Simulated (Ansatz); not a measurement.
Consider the substitution at a C–C bond: `C=C=C(F)CC` + `[F][Ge][SH]` → `C[S][Ge][F]` + `C=C=C(C)F`.

Calculated with Ansatz (gas phase, PBE0-D4/def2-TZVP geometries, no zero-point term in ΔE). CCSD(T)/CBS is the MP2 limit (def2-TZVPP, def2-QZVPP) plus CCSD(T) − MP2 in def2-TZVPP, frozen cores. Functionals use def2-TZVPP. B3LYP here is the variant with VWN-RPA as its local correlation; programs differ in this. For Ge outer-core shells are correlated without core-valence functions, which leaves a few kJ/mol of doubt a bond. Scalar relativity is left out up to krypton. One conformer a species, not always the lowest.

```tsv
level	ΔE (kJ/mol)	difference from CCSD(T)/CBS
PBE-D4	4.2	-7.3
r2SCAN-D4	7.0	-4.5
PBE0-D4	8.1	-3.4
B3LYP-D4	6.4	-5.1
ωB97X-V	11.2	-0.3
ωB97M-V	11.2	-0.3
B2PLYP	9.0	-2.5
PBE	4.7	-6.8
r2SCAN	6.9	-4.6
PBE0	8.5	-3.0
B3LYP	7.6	-3.9
HF/def2-TZVPP	16.9	5.4
MP2/def2-TZVPP	12.4	0.9
SCS-MP2/def2-TZVPP	13.4	1.9
CCSD/def2-TZVPP	15.8	4.3
CCSD(T)/def2-TZVPP	13.6	2.1
HF/def2-QZVPP	17.8	6.3
MP2/def2-QZVPP	11.5	0.0
SCS-MP2/def2-QZVPP	12.4	0.9
HF/CBS(def2)	17.9	6.4
MP2/CBS(def2)	10.3	-1.2
CCSD/CBS(def2)	13.7	2.2
CCSD(T)/CBS	11.5	0
```

Largest T1 diagnostic among the species: 0.015.

From PBE to PBE0 (25 % exact exchange), in def2-TZVPP and without D4, ΔE moves by +3.9 kJ/mol. In def2-TZVPP, CCSD(T) changes the Hartree–Fock value by −3.3 kJ/mol (the triples alone add −2.2 kJ/mol) and MP2 by −4.5 kJ/mol.
